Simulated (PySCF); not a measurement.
A GIAO shielding run with PySCF 2.14.0 with density-fitted response routines (density fitting, non-relativistic, gas phase) on `InChI=1S/C2H16Si5/c1-4-6-7-5-2-3/h2,4-7H2,1,3H3`:

```
$ OMP_NUM_THREADS=1 python probes_run.py task.json out

{"job": {"kind": "nmr", "xc": "PBE0", "basis": "pcSseg-1"}, "charge": 0, "multiplicity": 1}
C     -3.386061     0.882259     0.492816
Si    -2.993192    -0.942947     0.849368
Si    -1.774608    -1.847293    -0.901396
Si     0.230402    -0.762236    -1.354353
Si     1.751947    -0.745282     0.390569
C      3.306590     0.291732     0.018948
Si     3.031646     2.164978    -0.102451
H     -4.036265     0.984536    -0.371660
H     -3.883149     1.356120     1.334047
H     -2.479819     1.446722     0.289948
H     -2.228210    -0.985511     2.106021
H     -4.270859    -1.607160     1.146771
H     -1.491563    -3.260841    -0.597966
H     -2.612244    -1.940104    -2.110175
H     -0.086005     0.621107    -1.757806
H      0.867535    -1.305740    -2.567301
H      2.205220    -2.107915     0.723485
H      1.151965    -0.221036     1.628090
H      4.053996     0.100631     0.790382
H      3.745670    -0.059263    -0.916127
H      2.114211     2.460707    -1.205270
H      4.311014     2.839302    -0.346524
H      2.467028     2.664215     1.153588
```

Hardware: 1 thread of an Arm Neoverse V2, shared host. The job also computes population analyses, field gradients.

Problem. How large is the calculation?

Solution. 98 electrons, 234 basis functions and 1335 auxiliary functions.

Problem. How long does it take, and how much memory does it need?

Solution. 67 s of wall time, with 12 SCF cycles and 4 response iterations; peak memory 1.1 GiB. Times on a shared host scatter by some tens of per cent.
